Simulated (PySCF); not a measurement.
Se+ (selenium, charge +1) across methods

[Ar] 3d10 4s2 4p3, high-spin 4S determinant. All numbers are calculated (PySCF 2.14, the non-relativistic Hamiltonian (point nucleus), in def2-QZVPPD).

| method | E (hartree) | mean ε 4s α (eV) | mean ε 4s β (eV) | mean ε 4p α (eV) | Σ⟨r²⟩ (bohr²) | ⟨S²⟩ |
| --- | --- | --- | --- | --- | --- | --- |
| HSE06 | -2400.884 | -29.187 | -25.332 | -17.419 | 30.98 | 3.750 |
| CAM-B3LYP | -2401.305 | -31.232 | -27.423 | -19.091 | 31.03 | 3.750 |
| PBE0 | -2400.900 | -29.644 | -25.572 | -17.861 | 30.96 | 3.751 |
| M06-L | -2401.109 | -28.034 | -24.351 | -16.713 | 30.70 | 3.752 |
| LDA | -2397.755 | -27.326 | -24.880 | -16.458 | 30.98 | 3.750 |
| BLYP | -2401.226 | -26.946 | -24.637 | -16.082 | 31.09 | 3.750 |
| PBE | -2400.823 | -27.238 | -24.434 | -16.420 | 31.03 | 3.750 |
| UHF | -2399.55916 | -35.975 | -27.535 | -21.423 | 31.21 | 3.751 |

(1) Estimate the same row for r2SCAN.

Results:

(1) E (hartree) = -2401.169; mean ε 4s α (eV) = -28.247; mean ε 4s β (eV) = -24.469; mean ε 4p α (eV) = -16.928; Σ⟨r²⟩ (bohr²) = 30.86; ⟨S²⟩ = 3.751.
